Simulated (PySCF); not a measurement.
Gas-phase reaction: SnO + 4 F ⇌ SnF4 + O

Energies from PySCF, thermal terms from the rigid-rotor harmonic-oscillator model, ideal gas at 1 bar. † marks an energy on the PBE0/def2-TZVP geometry and frequencies. CCSD(T) freezes the core. Open shells (unrestricted): F (multiplicity 2), O (multiplicity 3); the rest are closed-shell singlets. Spin-orbit splitting is ignored; it lowers the true energy and changes the entropy of F, O. B3LYP is the form with VWN-RPA correlation. Sn: scalar-relativistic def2 core potential, no spin-orbit coupling. CCSD(T) isn't extrapolated to the basis-set limit. Warning, large T1 diagnostic: SnO (CCSD(T)/def2-TZVPP†).

| level | ΔH°(298 K), kJ |
|---|---|
| B3LYP/def2-TZVP† | -1118 |
| BLYP/def2-TZVP† | [?] |
| CCSD(T)/def2-TZVPP† | -1125 |
| HF/def2-TZVP† | -920 |
| M06-2X/def2-TZVP† | -1214 |
| PBE/def2-TZVP† | -1167 |
| PBE0/def2-QZVP† | -1150 |
| PBE0/def2-SVP† | [?] |
| r2SCAN/def2-TZVP† | [?] |
| ωB97M-V/def2-TZVP† | [?] |
| ωB97X-V/def2-TZVP† | -1184 |

### Question
Fill in the missing entries.

### Answer

- BLYP/def2-TZVP†, ΔH°(298 K), kJ: -1117
- PBE0/def2-SVP†, ΔH°(298 K), kJ: -1101
- r2SCAN/def2-TZVP†, ΔH°(298 K), kJ: -1166
- ωB97M-V/def2-TZVP†, ΔH°(298 K), kJ: -1171
